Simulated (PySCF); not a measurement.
Record of a relaxation.

Species: C2H8BFSn.
SMILES with atom numbers: `[BH2:1][C@H:2]([SnH3:3])[CH2:4][F:5]` (hydrogens: H6, H7 on B1; H8 on C2; H9, H10, H11 on Sn3; H12, H13 on C4)

Computed by this run: PySCF 2.14.0, PBE0-D3(BJ)/def2-SVP geometry optimisation, gas phase, def2 core potentials past Kr; density fitting, grid level 1; the optimiser is geomeTRIC in internal coordinates, started from a GFN2-xTB structure with every atom displaced at random (about 0.01 Å). 5 of its 15 geometries are shown. The frame can shift and turn from step to step; on so coarse a grid that alone can change the energy by a few meV, and forces under 0.02 eV/Å are noise.

Step 0: E = -11417.2744 eV, largest atomic force 2.192 eV/Å
```
atom  x, y, z in Å  |  force x, y, z in eV/Å
B1     -1.006   -1.356    0.442    0.356   2.041  -0.541
C2     -0.456   -0.185   -0.418   -0.156  -0.172   0.414
Sn3     1.701   -0.188    0.032   -0.127  -0.075   0.291
C4     -0.963    1.203   -0.156   -2.183   0.028  -0.194
F5     -0.280    2.153   -0.844    0.663   0.467  -0.340
H6     -1.538   -1.094    1.462   -0.261   0.014   0.767
H7     -0.902   -2.435    0.069    0.186  -1.626  -0.449
H8     -0.457   -0.366   -1.495    0.113  -0.281  -0.360
H9      2.475    0.952   -0.901    0.191   0.456  -0.491
H10     2.020    0.209    1.644   -0.135   0.105   0.383
H11     2.412   -1.674   -0.244    0.148  -0.647  -0.174
H12    -0.943    1.471    0.912   -0.020  -0.103   0.140
H13    -2.058    1.292   -0.514    1.225  -0.208   0.554
```

Step 4: E = -11417.5456 eV, largest atomic force 0.301 eV/Å
```
atom  x, y, z in Å  |  force x, y, z in eV/Å
B1     -0.892   -1.299    0.387    0.015   0.067   0.030
C2     -0.513   -0.129   -0.508   -0.005  -0.126   0.072
Sn3     1.654   -0.234    0.085   -0.007   0.001  -0.045
C4     -1.011    1.248   -0.175   -0.232  -0.147   0.124
F5     -0.122    2.236   -0.535    0.149   0.164  -0.069
H6     -1.235   -1.097    1.534   -0.004  -0.006  -0.025
H7     -0.772   -2.435    0.001   -0.006  -0.089  -0.032
H8     -0.438   -0.342   -1.585   -0.013   0.085  -0.031
H9      2.466    0.743   -1.054   -0.011  -0.021   0.012
H10     1.833    0.361    1.677    0.008   0.005  -0.023
H11     2.204   -1.850   -0.049    0.016   0.030   0.043
H12    -1.201    1.331    0.909    0.037   0.029  -0.001
H13    -1.966    1.449   -0.695    0.053   0.010  -0.055
```

Step 7: E = -11417.5616 eV, largest atomic force 0.085 eV/Å
```
atom  x, y, z in Å  |  force x, y, z in eV/Å
B1     -0.891   -1.331    0.349   -0.043  -0.055  -0.048
C2     -0.542   -0.126   -0.506    0.057   0.053   0.026
Sn3     1.635   -0.233    0.078   -0.005   0.023  -0.014
C4     -1.003    1.256   -0.133    0.047   0.011  -0.020
F5     -0.043    2.223   -0.407   -0.039  -0.053   0.006
H6     -1.193   -1.183    1.515    0.001   0.014   0.004
H7     -0.801   -2.454   -0.096    0.011   0.035   0.014
H8     -0.475   -0.282   -1.595    0.010  -0.001   0.004
H9      2.442    0.585   -1.181    0.004  -0.016  -0.009
H10     1.839    0.540    1.586   -0.005   0.004  -0.006
H11     2.186   -1.853    0.152   -0.014  -0.007   0.012
H12    -1.243    1.316    0.942    0.003  -0.004   0.002
H13    -1.902    1.527   -0.712   -0.027  -0.005   0.029
```

Step 10: E = -11417.5694 eV, largest atomic force 0.056 eV/Å
```
atom  x, y, z in Å  |  force x, y, z in eV/Å
B1     -0.901   -1.345    0.290    0.023   0.038   0.019
C2     -0.530   -0.103   -0.504   -0.022  -0.013  -0.041
Sn3     1.640   -0.229    0.065   -0.010  -0.041   0.035
C4     -0.998    1.260   -0.079    0.019   0.045  -0.005
F5     -0.067    2.243   -0.389   -0.021  -0.025   0.003
H6     -1.228   -1.242    1.455    0.006  -0.015   0.004
H7     -0.797   -2.445   -0.200   -0.012  -0.015  -0.009
H8     -0.468   -0.216   -1.598    0.007   0.017  -0.001
H9      2.479    0.403   -1.278   -0.001   0.007  -0.001
H10     1.874    0.687    1.485    0.002   0.010  -0.007
H11     2.119   -1.853    0.335    0.007   0.005  -0.004
H12    -1.181    1.295    1.007    0.008   0.000   0.004
H13    -1.933    1.529   -0.599   -0.006  -0.013   0.001
```

Step 14: E = -11417.5716 eV, largest atomic force under 0.02 eV/Å
```
atom  x, y, z in Å  |  force x, y, z in eV/Å
B1     -0.888   -1.345    0.267    0.003  -0.005  -0.002
C2     -0.537   -0.091   -0.515   -0.016   0.002   0.003
Sn3     1.631   -0.246    0.073    0.006   0.007  -0.003
C4     -0.997    1.266   -0.065    0.007  -0.006  -0.003
F5     -0.091    2.256   -0.412    0.002   0.001  -0.001
H6     -1.179   -1.264    1.443   -0.001   0.001   0.000
H7     -0.805   -2.437   -0.245    0.002   0.004   0.001
H8     -0.478   -0.181   -1.610    0.005  -0.001   0.000
H9      2.482    0.348   -1.281   -0.001  -0.001  -0.001
H10     1.861    0.717    1.462   -0.002  -0.001   0.002
H11     2.103   -1.861    0.390    0.000  -0.001   0.001
H12    -1.136    1.297    1.029   -0.001   0.000   0.000
H13    -1.957    1.523   -0.545   -0.002   0.001   0.002
```

Question: Summarise the path.

Answer: The energy falls by 28.68 kJ/mol from step 0 to step 14; nine tenths of that is first reached at step 4. It falls at every step. The largest force goes from 2.192 to under 0.02 eV/Å. Among the bonds B1–H7 changes most, from 1.146 to 1.210 Å; the atoms move by 0.402 Å rms after alignment.

What follows is the cost of the whole optimisation. Hardware: an Arm Neoverse V2 with one thread, shared host. Cost: 1.7 min of wall time, 0.53 GiB resident at most.
